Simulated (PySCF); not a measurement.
**Identify the compound**

Molecular formula: C7H10O. Simulated spectra:

¹H NMR (500 MHz, computed): δ 6.96 (d, 1H), 6.75 (m, 1H), 6.50 (t, 1H), 4.48 (s, 2H), 3.25 (s, 3H), 3.14 (m, 2H).

¹³C{¹H} NMR (computed): δ 152.9 (C), 142.8 (CH), 141.5 (CH), 140.7 (CH), 73.0 (CH2), 57.7 (CH3), 45.4 (CH2).

One averaged value for each set of equivalent atoms, in vacuum, one computed conformer, non-relativistic Hamiltonian. GIAO PBE0/pcSseg-1 shieldings; structure optimised with GFN2-xTB; PySCF.

Chemical shifts δ = σref − σ; TMS for ¹H (31.72 ppm), ¹³C (186.93 ppm), all at this level.

Problem. Which of these isomers gave the spectra?
A. COC1=CC=CCC1
B. CC1=COC=C(C)C1
C. COCC1=CCC=C1
D. CC1=CC(=O)CCC1

Solution. C. 

1. Rings plus π bonds: 3 (1 ring in the answer).
2. 7 carbon signals for 7 carbons: no two carbons are equivalent.
3. Carbon types of the structure: 1 × C, 3 × CH, 2 × CH2, 1 × CH3, which accounts for all hydrogens.
4. δC 152.9: fully substituted alkene carbon; as expected for a trigonal carbon in a double bond.
5. δC 142.8, 141.5, 140.7: alkene CH; as expected for a trigonal carbon in a double bond.
6. δC 73.0: allylic sp3 CH2 bonded to O; deshielded by the electronegative neighbour.
7. δH 6.96, 6.75, 6.50: hydrogen on an alkene CH; a vinylic proton, deshielded by the sp2 carbon and the C=C anisotropy.
8. δH 3.25: hydrogen on a methyl carbon bonded to O; its carbon carries O, which withdraws density.

The others: CC1=CC(=O)CCC1 would give 5 signals for carbon-bound and other non-exchanging H, not 6; CC1=COC=C(C)C1 would give 4 carbon signals, not 7; COC1=CC=CCC1 has carbons computed at 168.1, 132.1, 123.8, 96.8, 55.6, 30.9, 27.5.

Shifts are as computed. Against solution values, carbons near 30 ppm lie about +3 ppm off and those near 130 ppm about +5 ppm. Of 1211 compounds with measured shifts, 218 miss one by over three times the rms of a fit or turn the order of signals round; such compounds aren't used in these exercises. No couplings were computed; multiplicities are counted from neighbouring protons, with m where these are inequivalent, close in shift, in a saturated or five-membered ring or joined by F or P, and br s for small geminal =CH2 splittings.
